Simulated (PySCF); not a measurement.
Species: C7H15OPSi.
Cartesian coordinates in Å at the PBE0-D3(BJ)/def2-SVP level; atoms count from 1:
```
atom  x, y, z in Å
C1    -1.5079   -1.6669    0.5715
C2    -1.8681   -0.2260    0.2362
C3    -2.7191   -0.0961   -1.0235
P4    -0.4352    0.9150    0.0893
O5    -0.8443    2.3001   -0.3062
C6     0.5471    0.7272    1.6404
C7     1.6043   -0.2776    1.2954
C8     1.7531   -0.6222    0.0001
Si9    3.0181   -1.8704   -0.5849
C10    0.8256    0.0741   -0.9663
H11   -0.9441   -1.7538    1.5119
H12   -0.9010   -2.1284   -0.2234
H13   -2.4237   -2.2703    0.6750
H14   -2.4330    0.2141    1.0793
H15   -2.9217    0.9613   -1.2448
H16   -2.2110   -0.5360   -1.8975
H17   -3.6774   -0.6237   -0.8992
H18   -0.0739    0.4296    2.5012
H19    0.9702    1.7190    1.8786
H20    2.2308   -0.7065    2.0851
H21    3.9810   -1.2411   -1.5409
H22    2.3290   -2.9873   -1.3048
H23    3.7637   -2.4175    0.5879
H24    1.3402    0.8670   -1.5369
H25    0.3692   -0.6030   -1.7068
```

Method used: PBE0-D3(BJ)/def2-SVP geometry optimisation, gas phase (PySCF 2.14.0).

Take the most abundant isotopes and a rigid rotor. The values belong to one conformer with, in the numbering `[CH3:1][CH:2]([CH3:3])[P@@:4]1(=[O:5])[CH2:6][CH:7]=[C:8]([SiH3:9])[CH2:10]1`, C1–C2–P4–O5 177°, C2–P4–C6–C7 95°, P4–C6–C7–C8 10°, C7–C8–C10–P4 -12°, C2–P4–C10–C8 -94°.

Give the principal moments of inertia and the rotational constants in GHz.

Ia = 327.16, Ib = 790.62, Ic = 877.56 u·Å²; 505379 MHz·u·Å²/I gives 1545, 639.2 and 575.9 MHz, that is A = 1.5447, B = 0.6392, C = 0.5759 GHz.

Classify the top.

An asymmetric top: κ = (2 × 639.2 − 1545 − 575.9)/(1545 − 575.9) = -0.87.

Is it planar, by Δ = Ic − Ia − Ib?

Not planar: Δ = Ic − Ia − Ib = -240.22 u·Å². For a rigid frame Δ = −2 Σ m c², so Σ m c² = 120.11 u·Å² lies off the ab plane: 31.73 from hydrogen and 88.38 from heavier atoms. The atom farthest from that plane is 2.30 Å away.

Give the other two planar moments, Paa and Pbb, and the rms extents of the mass along the axes.

Paa = Σ m a² = (Ib + Ic − Ia)/2 = 670.51 and Pbb = Σ m b² = (Ia + Ic − Ib)/2 = 207.05 u·Å². With the mass M = 174.06 u, the rms extents √(P/M) along a, b and c are 1.96, 1.09, 0.83 Å.

List the rotational levels J(Ka,Kc) to J = 4 (MHz).

Above 0(0,0):
J = 1: 1(0,1) 1215, 1(1,1) 2121, 1(1,0) 2184
J = 2: 2(0,2) 3642, 2(1,2) 4488, 2(1,1) 4678, 2(2,1) 7394, 2(2,0) 7397
J = 3: 3(0,3) 7275, 3(1,3) 8036, 3(1,2) 8416, 3(2,2) 11039, 3(2,1) 11055, 3(3,1) 15727, 3(3,0) 15727
J = 4: 4(0,4) 12104, 4(1,4) 12764, 4(1,3) 13396, 4(2,3) 15897, 4(2,2) 15945, 4(3,2) 20594, 4(3,1) 20595, 4(4,1) 27149, 4(4,0) 27149

Which lines would a microwave search look for?

The dipole components are |μa| = 1.66 D, |μb| = 2.28 D, |μc| = 2.09 D. The squared components, which scale the intensities, stand as 0.53 : 1.00 : 0.84 (a : b : c). Some lines, for components of 0.1 D or more:

| type | branch | J(Ka,Kc) | MHz | lower level (cm⁻¹) |
| --- | --- | --- | --- | --- |
| c | Q | 5(1,5) ← 5(0,5) | 550 | 0.604 |
| b | R | 2(0,2) ← 1(1,1) | 1521 | 0.071 |
| a | R | 2(1,2) ← 1(1,1) | 2367 | 0.071 |
| b | Q | 3(2,1) ← 3(1,2) | 2640 | 0.281 |
| b | R | 2(1,2) ← 1(0,1) | 3272 | 0.041 |
| a | R | 3(2,2) ← 2(2,1) | 3645 | 0.247 |
| b | Q | 5(3,2) ← 5(2,3) | 4607 | 0.736 |
| c | Q | 4(3,2) ← 4(2,2) | 4649 | 0.532 |
| c | Q | 3(3,1) ← 3(2,1) | 4672 | 0.369 |
| b | R | 2(2,1) ← 1(1,0) | 5210 | 0.073 |
| b | R | 5(0,5) ← 4(1,4) | 5354 | 0.426 |
| a | R | 5(1,4) ← 4(1,3) | 6219 | 0.447 |
| b | R | 3(2,1) ← 2(1,2) | 6568 | 0.150 |
| b | R | 3(3,1) ← 2(2,0) | 8330 | 0.247 |
| b | R | 4(3,2) ← 3(2,1) | 9539 | 0.369 |
| b | R | 5(3,2) ← 4(2,3) | 10785 | 0.530 |
| c | R | 4(4,0) ← 3(3,0) | 11421 | 0.525 |

Estimate the classical rotational partition function at 25 K, 50 K and 500 K.

Point group C1, symmetry number σ = 1; q = (√π/σ)·√((kT/h)³/(ABC)), k/h = 20836.6 MHz/K: 27900 at 25 K, 79000 at 50 K, 2500000 at 500 K.

No PBE0-D3(BJ)/def2-SVP frequencies stand behind this structure, so it isn't proved a minimum. These are rigid-rotor constants of the computed structure; measured ground-state constants (B0) also hold zero-point vibration. A rigid rotor knows nothing of internal rotation, which can split or shift real lines.

Hardware: Intel Xeon Platinum 8488C, one thread, shared host with 192 logical CPUs at a one-minute load of 81. Cost: 5.5 min, 0.98 GiB resident at most. These figures are those of the optimisation.
